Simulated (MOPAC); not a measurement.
Input file for MOPAC: PM6 on BP, 2S+1 = 3, a spin state set in the input, which need not be the lowest, a point of a bond scan (R = 1.743 Å).

```
PM6 1SCF PRECISE CHARGE=0 UHF MS=1 THREADS=1
BP

B      0.00000000 1     0.00000000 1     0.00000000 1
P      0.00000000 1     0.00000000 1     1.74322700 1
```

The log:

```
*******************************************************************************
 **                                                                           **
 **                              MOPAC v23.2.5                                **
 **                                                                           **
 *******************************************************************************
 ** MOPAC's Digital Object Identifier: https://doi.org/10.5281/zenodo.6511958 **
 **                                                                           **
 ** Please cite the open-source release paper for use of this MOPAC version:  **
 ** J. E. Moussa and J. J. P. Stewart (2026)                                  **
 ** MOPAC: An open-source semiempirical molecular orbital program             **
 ** J. Open Source Softw., 11(119), 8025, https://doi.org/10.21105/joss.08025 **
 *******************************************************************************

                              PM6 CALCULATION RESULTS

 *******************************************************************************
 *  PM6        - The PM6 Hamiltonian to be used
 *  UHF        - UNRESTRICTED HARTREE-FOCK CALCULATION
 *
 *
 *
 *                 CHARGE ON SYSTEM = 0
 *
 *
 *
 *  MS=        - IN MECI, MAGNETIC COMPONENT OF SPIN =  1.0
 *  PRECISE    - TIGHTER CRITERIA TO BE USED
 *  1SCF       - DO 1 SCF AND THEN STOP
 *  THREADS=1  - MULTI-THREADING NOT USED
 *  T=         - A TIME OF 172800.0 SECONDS REQUESTED
 *  DUMP=N     - RESTART FILE WRITTEN EVERY 7200.0 SECONDS REQUESTED
 *******************************************************************************
PM6 1SCF PRECISE CHARGE=0 UHF MS=1 THREADS=1
 BP

   ATOM   CHEMICAL          X               Y               Z
  NUMBER   SYMBOL      (ANGSTROMS)     (ANGSTROMS)     (ANGSTROMS)

     1       B          0.00000000  *   0.00000000  *   0.00000000  *
     2       P          0.00000000  *   0.00000000  *   1.74322700  *



          CARTESIAN COORDINATES

    NO.       ATOM           X           Y           Z

     1         B          0.0000      0.0000      0.0000
     2         P          0.0000      0.0000      1.7432

 General Reference for PM6:
 "Optimization of Parameters for Semiempirical Methods V: Modification of NDDO Approximations
 and Application to 70 Elements", J. J. P. Stewart, J. Mol. Mod., 13, 1173-1213 (2007)
 URL: https://link.springer.com/article/10.1007/s00894-007-0233-4

           Empirical Formula: B P  =     2 atoms



      MOLECULAR POINT GROUP   :   C*v


          UHF CALCULATION, NO. OF ALPHA ELECTRONS =    5
                           NO. OF BETA  ELECTRONS =    3

 -------------------------------------------------------------------------------
 PM6 1SCF PRECISE CHARGE=0 UHF MS=1 THREADS=1
 BP



     1SCF WAS SPECIFIED, SO BFGS WAS NOT USED
     SCF FIELD WAS ACHIEVED


                              PM6 CALCULATION
                                                       MOPAC v23.2.5 Linux




          FINAL HEAT OF FORMATION =        168.13747 KCAL/MOL =     703.48719 KJ/MOL


          COSMO AREA              =         76.93 SQUARE ANGSTROMS
          COSMO VOLUME            =         60.34 CUBIC ANGSTROMS

          IONIZATION POTENTIAL    =          8.863939 EV
          ALPHA SOMO LUMO (EV)    =         -9.253 -0.409
          BETA  SOMO LUMO (EV)    =         -8.864 -2.369
          NO. OF ALPHA ELECTRONS  =          5
          NO. OF BETA  ELECTRONS  =          3
          MOLECULAR WEIGHT        =         41.7838         POINT GROUP:  C*v

          MOLECULAR DIMENSIONS (Angstroms)

            Atom       Atom       Distance
            P     2    B     1     1.74323
            P     2    B     1     0.00000
            B     1    P     2     0.00000


          SCF CALCULATIONS        =          1





   ATOM   CHEMICAL          X               Y               Z
  NUMBER   SYMBOL      (ANGSTROMS)     (ANGSTROMS)     (ANGSTROMS)

     1       B          0.00000000  *   0.00000000  *   0.00000000  *
     2       P          0.00000000  *   0.00000000  *   1.74322700  *

                             CARTESIAN COORDINATES

   1    B        0.000000000     0.000000000     0.000000000
   2    P        0.000000000     0.000000000     1.743227000


           Empirical Formula: B P  =     2 atoms



      MOLECULAR POINT GROUP   :   C*v


          ALPHA EIGENVALUES
 -20.03309 -13.19238  -9.93603  -9.45635  -9.25254  -0.40868   0.09562   3.29070
 139.42023 139.63628 139.68553 140.29815 140.33956


           BETA EIGENVALUES
 -19.14195 -11.64823  -8.86394  -2.36912  -1.71844   0.96385   1.34934   4.01044
 140.10953 140.11161 140.37444 140.44238 140.46538


              NET ATOMIC CHARGES AND DIPOLE CONTRIBUTIONS

  ATOM NO.   TYPE          CHARGE      No. of ELECS.   s-Pop       p-Pop       d-Pop
    1          B           0.028966        2.9710     1.45997     1.51106
    2          P          -0.028966        5.0290     1.85225     3.17214     0.00457
 DIPOLE           X         Y         Z       TOTAL
 POINT-CHG.     0.000     0.000    -0.243     0.243
 HYBRID         0.000    -0.000    -1.029     1.029
 SUM            0.000    -0.000    -1.272     1.272


          ATOMIC ORBITAL ELECTRON POPULATIONS

     Atom    s        px        py        pz      x^2-y^2     xz        z^2       yz        xy
    1  B   1.45997   0.56712   0.28843   0.65552
    2  P   1.85225   1.43170   0.71098   1.02947   0.00003   0.00118   0.00276   0.00059   0.00000


                    (SZ)    =    1.000000
                    (S**2)  =    2.020150


          ATOMIC ORBITAL SPIN POPULATIONS

    Atom   Total    s     px     py     pz   x^2-y^2  xz     z^2    yz     xy
         Atomic
    1  B  1.1716  0.342  0.117  0.288  0.424
    2  P  0.8284 -0.013 -0.117  0.711  0.247  0.000  0.000  0.000  0.001  0.000

 **********************
 *                    *
 * JOB ENDED NORMALLY *
 *                    *
 **********************




 == MOPAC DONE ==
```

The run finished.

Cost: roughly 0.010 core-seconds.
